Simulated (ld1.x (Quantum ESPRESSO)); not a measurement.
# Before and after: TM potential for Au

ld1.x (Quantum ESPRESSO) 7.5 input, shortened:

```
&input
   title='Au', zed=79., rel=1, dft='PBE', iswitch=3,
   config='[Xe] 4f14 5d10 6s1 6p0'
 /
 &inputp
   pseudotype=2, tm=.true., lloc=0,
   nlcc=.false.
 /
3
6P  2  1   0.00   0.00  4.00  4.00  0.0
5D  3  2  10.00   0.00  1.60  1.60  0.0
6S  1  0   1.00   0.00  2.45  2.45  0.0
 &test
   configts(1)='5d10 6s1 6p0'
 /
```

All-electron outer shells of the reference configuration (PBE, scalar-relativistic, ld1.x):

```
shell  level (eV)  outermost node (bohr)  outermost maximum (bohr)
   4f      -81.12                      –                      0.37
   5p      -59.78                   0.52                      0.96
   5d       -6.88                   0.56                      1.21
   6s       -5.76                   1.11                      2.32
   6p       -0.77                   1.32                      3.64
```

Change: local potential all-electron potential smoothed inside 1.20 bohr (lloc = -1).

Cutoffs: the cutoffs (Ry, on a coarse ladder) from which the occupation-weighted sum of valence levels, in a spherical-Bessel basis at the reference potential, stays within 10 and 1 mRy of its value at 400 Ry; they do not see the model core or the augmentation charge, which bear on the density cutoff. Errors are all-electron minus pseudo energies relative to the spin-unpolarised reference configuration.

**Question.** Predict the effect on cutoff, ghosts and configuration errors.

**Answer.** The potential gets softer (45 Ry and 70 Ry → 45 Ry and 60 Ry); a bound ghost appears in p, s, which as a rule spoils a file; of the 7 tests that both files solve, the error grows in 0 and shrinks in 4 by more than 15 % and 0.3 meV (median size 40.2 → 3.9 meV); the range in which the d phases agree widens (upper end 0.5 → 2.8). In the separable form a ghost depends on how the local part lies against the semilocal potential of the channel, so the choice of the local part can create or remove one.

```tsv
quantity	base	changed
cutoff, loose	45 Ry	45 Ry
cutoff, tight	70 Ry	60 Ry
bound ghosts	none	s, p
error for 5d10 6s0 6p0, meV [ΔE 9.41 eV]	-1.1	-0.9
error for 5d9 6s0 6p0, meV [ΔE 30.62 eV]	-26	+23
error for 5d8 6s0 6p0, meV [ΔE 64.49 eV]	-224	0.0
error for 5d7 6s0 6p0, meV [ΔE 112.21 eV]	-670	-125
error for 5d10 6s0.5 6p0, meV [ΔE 3.77 eV]	-1.2	-1.0
error for 5d9 6s2 6p0, meV [ΔE 1.69 eV]	-54	-18
error for 5d9 6s1 6p1, meV [ΔE 7.50 eV]	-40	+3.9
s: phases at 4.37 bohr within 0.05 rad from the reference energy up to (Ry; the scan ends near 5)	0.7	0.5
p: phases at 4.37 bohr within 0.05 rad from the reference energy up to (Ry; the scan ends near 5)	1.1	1.0
d: phases at 4.37 bohr within 0.05 rad from the reference energy up to (Ry; the scan ends near 5)	0.5	2.8
```

Changed file: These tests converged, but a pseudo level misses the all-electron one widely, so the file describes the atom poorly there or has found another state: 5d7 6s0 6p0: empty 6s by 10.7 eV. A true bound ghost makes a file unfit for plane-wave use even where its test errors are small: the radial tests pick states by their node count and pass the ghost by.
